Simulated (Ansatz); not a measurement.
Ansatz (a quantum-chemistry and plane-wave program) input (r2SCAN0/def2-TZVPD):

Ansatz 0.2 input:
```yaml
crystal:
  periodic: [false, false, false]
  atoms:
    - {symbol: Si, position_ang: [-0.14529993, -0.22733332, -1.01978605]}
    - {symbol: Br, position_ang: [0.12576152, 0.75604937, 1.02983827]}
    - {symbol: N, position_ang: [1.22941573, -1.24127452, -1.18553319]}
    - {symbol: N, position_ang: [-1.49796916, -1.25224242, -1.21481555]}
    - {symbol: H, position_ang: [1.32381411, -1.82405762, -2.00417572]}
    - {symbol: H, position_ang: [2.12268432, -0.94900663, -0.82092849]}
    - {symbol: H, position_ang: [-1.51012298, -2.17798318, -0.80929011]}
    - {symbol: H, position_ang: [-2.42395592, -0.87339547, -1.33049945]}
basis:
  gaussian:
    orbitals: def2-TZVPD
hamiltonian:
  xc: {name: r2SCAN0}
magnetization: {spin_polarized: true, initial_magnetization: 1}
output: {forces: true}
```

Output:

```
Functional definition: r2SCAN0
integrals: 0.16 GiB planned
1330 factors; their error is unknown
0.31 GiB of the device are held for the grids
1.24 GiB of device memory are held for the factors and their scratch space
mean field: 1.36 GiB planned
mean field evaluation 1: about -80958.5589 eV, gradient 5.3e1 eV
mean field evaluation 2: about -80944.1649 eV, gradient 7.4e1 eV
mean field evaluation 4: about -80969.1344 eV, gradient 3.8e0 eV
mean field evaluation 8: about -80969.1876 eV, gradient 1.2e-1 eV
mean field evaluation 16: about -80969.5116 eV, gradient 6.9e-4 eV
mean field -80969.51163094 eV, -2975.5746693310 hartree, gradient 4.5e-5 eV, S^2 0.754294; 0 other end points of the search recorded, 0 dependent functions left out
the calculation of the forces begins
reference -80969.51164990 eV, -2975.5746700277 hartree; 34, 33 occupied and 176, 177 virtual orbitals, 1330 factors
Total energy: -80969.51164990 eV, -2975.5746700277 hartree
Atom 0 at    -0.145300    -0.227333    -1.019786 Å, force     0.069900    -0.347040     0.275381 eV/Å
Atom 1 at     0.125762     0.756049     1.029838 Å, force    -0.041084    -0.159683    -0.346784 eV/Å
Atom 2 at     1.229416    -1.241275    -1.185533 Å, force    -0.097118     0.167753    -0.034671 eV/Å
Atom 3 at    -1.497969    -1.252242    -1.214816 Å, force     0.075502     0.117262     0.071709 eV/Å
Atom 4 at     1.323814    -1.824058    -2.004176 Å, force    -0.016894     0.145338     0.180821 eV/Å
Atom 5 at     2.122684    -0.949007    -0.820928 Å, force    -0.199297    -0.059655    -0.099023 eV/Å
Atom 6 at    -1.510123    -2.177983    -0.809290 Å, force     0.004990     0.233066    -0.086075 eV/Å
Atom 7 at    -2.423956    -0.873395    -1.330499 Å, force     0.204001    -0.097040     0.038642 eV/Å
Dipole moment:    -0.029041    -0.408992    -0.381199 e Å
```

It need not be the lowest isomer of its formula.
